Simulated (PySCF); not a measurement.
Computed with B3LYP-D3(BJ)/def2-TZVP // BP86-D3(BJ)/def2-SVP (PySCF 2.14.0). All species are isolated molecules in the gas phase. One relaxed conformer stands for a flexible species; it need not be the lowest. B3LYP has the VWN-RPA correlation part, as in Gaussian. 

Reference species: [Mo(F)2(NH2)4] (neutral, multiplicity 1).

| Property | Value |
|---|---|
| charge on the central atom (Mulliken) | 1.78 e |
| mean distance from the central atom to its bonded neighbours | 1.955 Å |
| HOMO | -6.73 eV |

Changed species: [Mo(F)3(NH2)3] (3 of 6 F replaced by NH2; the reference has 4 of 6 F replaced by NH2).

### Question
What does the change do to the charge on the central atom (Mulliken), mean distance from the central atom to its bonded neighbours and HOMO?

### Answer
the charge on the central atom (Mulliken) stays essentially unchanged; the mean distance from the central atom to its bonded neighbours decreases by 0.026 Å, to 1.929 Å; the HOMO drops by 1.06 eV, to -7.79 eV.
